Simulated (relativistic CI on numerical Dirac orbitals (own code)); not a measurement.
## Zr: what numerical and physical settings do to a radial Dirac CI calculation

Reference input:

```
atom Zr  Z=40  charge=0  electrons=40
nucleus A=90  rms_radius_fm=4.2694
hamiltonian dirac-coulomb  breit=on  qed=on  c_scale=1
orbitals kli  potential=per-configuration
slater_scale 1
correlation none
mixing on
grid step=0.0125 r_max=201.2
scf mixing=0.4 start=green max_iterations=150 tolerance=2e-08 node_fill=0.05
configurations
  [Kr] 4d2 5s2
  [Kr] 4d3 5s
end
```

Computed lowest total energy -3593.67146 Ha, first excitation 247.7 cm⁻¹, 24 SCF steps. Runs with settings changed; * marks those that are bad on purpose (the QED terms keep the true α when c is scaled):

```csv
Changed,Outcome,Lowest level,ΔE (Ha),First excitation (cm⁻¹),SCF steps,Message
Slater scale 0.6,converged,4d²5s² ³F2,0.0113,503.3,24,
SCF tolerance 1e-10,converged,4d²5s² ³F2,-4.97e-10,247.7,31,
"SCF mixing 0.1, iteration limit 30, speed of light × 0.8",converged,4d²5s² ³F2,-33.6,749.3,39,
SCF tolerance 1e-05,converged,4d²5s² ³F2,5.74e-09,247.6,20,
node fill of the KLI weights 50 *,converged,4d²5s² ³F2,0.756,822.3,30,
SCF mixing 0.001 *,not converged,,,,90,SCF of 1s2 2s2 2p6 3s2 3p6 3d10 4s2 4p6 4d2 5s2 did not converge
```

With so few configurations and no correlation, terms lie too far apart (by 10 to 50 % near neutrality), their order can be wrong, and levels of other configurations are missing.
